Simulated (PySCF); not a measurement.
Er⁵¹⁺: ionisation energy

Er⁵¹⁺ [Ne] 3s2 3p5 (2P) → Er⁵²⁺ [Ne] 3s2 3p4 (3P), as a difference of total energies. All numbers are calculated (PySCF 2.14, no relativity, point nucleus, in an even-tempered Gaussian basis (16 s from 12 bohr⁻², ratio 2.5; 10 p from 15 bohr⁻², ratio 2.5; 4 d from 64 bohr⁻², ratio 2.7; 4 f from 97 bohr⁻², ratio 2.7)). Correlated levels: outer shells: 1s2 frozen; virtual orbitals above 40 to 60 times the deepest correlated orbital energy dropped. The calculations carry no spin-orbit coupling.

| method | ionisation energy (eV) |
| --- | --- |
| UHF | 4686.8 |
| MP2 (outer shells) | 4687.7 |
| SCS-MP2 (outer shells) | 4687.6 |
| CCSD (outer shells) | 4687.6 |
| CCSD(T) (outer shells) | 4687.6 |

Spin-orbit coupling is strong in these open shells (close to jj coupling). The scalar numbers leave it out and a first-order estimate fails, so it can dominate the gap to the real levels.

The gap to the reference is mostly relativistic.

For comparison: 4748 ± 4 eV (theoretical estimate listed by NIST; NIST Atomic Spectra Database, ionization energies).
